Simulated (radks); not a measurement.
Computed order of ionisation of copper. At each step one electron was removed from each of the four highest sub-shells of the ion before, moves of one valence electron (up to charge 6) and the configuration listed by NIST were tried, and the lowest configuration was kept. Method: Dirac Kohn-Sham, relativistic LDA (MacDonald-Vosko exchange, VWN5 correlation), spin-unpolarised, spherical densities, finite nucleus; Fermi nuclear charge, rms radius of each element as measured or else 0.836 A^(1/3) + 0.57 fm; computed with a radial shooting solver on a logarithmic mesh with Libxc functionals. Sub-shells are occupied by j as written (lower j first in brackets).

species   lowest configuration found  NIST configuration  margin to the next tried (eV)  IE (eV)  NIST IE (eV)       kind
Cu                     [Ar] 3d10 4s1                same                          1.928    8.410         7.726       exp.
Cu+                        [Ar] 3d10                same                          3.394   21.583        20.292       exp.
Cu2+         [Ar] 3d(3/2: 4, 5/2: 5)                same                          0.302   39.245         36.84       exp.
Cu3+         [Ar] 3d(3/2: 4, 5/2: 4)                same                          0.330   59.894         57.38  semi-emp.
Cu4+         [Ar] 3d(3/2: 4, 5/2: 3)                same                          0.361   83.092            80  semi-emp.
Cu5+         [Ar] 3d(3/2: 4, 5/2: 2)                same                          0.393   108.56           103  semi-emp.
Cu6+         [Ar] 3d(3/2: 4, 5/2: 1)                same                          0.427   136.11           139  semi-emp.
Cu7+         [Ar] 3d(3/2: 4, 5/2: 0)                same                          0.463   166.11           166     theory
Cu8+         [Ar] 3d(3/2: 3, 5/2: 0)                same                         68.917   197.53           198     theory
Cu9+         [Ar] 3d(3/2: 2, 5/2: 0)                same                         68.432   230.72         232.2  semi-emp.
Cu10+        [Ar] 3d(3/2: 1, 5/2: 0)                same                         67.648   265.62         265.3       exp.
Cu11+                           [Ar]                same                         66.559   367.33           367  semi-emp.
Cu12+    [Ne] 3s2 3p(1/2: 2, 3/2: 3)                same                          3.786   402.63         401.0  semi-emp.
Cu13+    [Ne] 3s2 3p(1/2: 2, 3/2: 2)                same                          3.939   438.73           436  semi-emp.

Reference values: NIST Atomic Spectra Database (exp. = measured, semi-emp. = semi-empirical, theory = theoretical value adopted there). Spin polarisation and multiplet splitting are left out, so open shells lie too high by an amount that depends on their filling.

Beside tabulated values, note that spin-unpolarised runs miss the spin-polarisation part of the exchange energy of open shells.
